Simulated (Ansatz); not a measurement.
Ansatz (an electronic-structure program) input:
A basis named .json is the Basis Set Exchange file of that set.

Ansatz 0.2 input:
```yaml
crystal:
  periodic: [false, false, false]
  atoms:
    - {symbol: F, position_ang: [-1.83511558, -1.30651215, -0.31646808]}
    - {symbol: Al, position_ang: [-0.94376122, 0.05154650, -0.11602453]}
    - {symbol: F, position_ang: [-1.70612338, 1.49992810, -0.11888632]}
    - {symbol: Br, position_ang: [1.26114419, -0.06888137, 0.15504310]}
basis:
  gaussian:
    orbitals: def2-QZVPP.json
hamiltonian:
  xc: pbe
magnetization: {spin_polarized: false}
correlation: {method: rpa, electrons: outside_noble_gas}
```

Question: What final total energy does it print?

Answer: -3014.79455 Eh (RPA@PBE/def2-QZVPP). The basis has 273 functions.
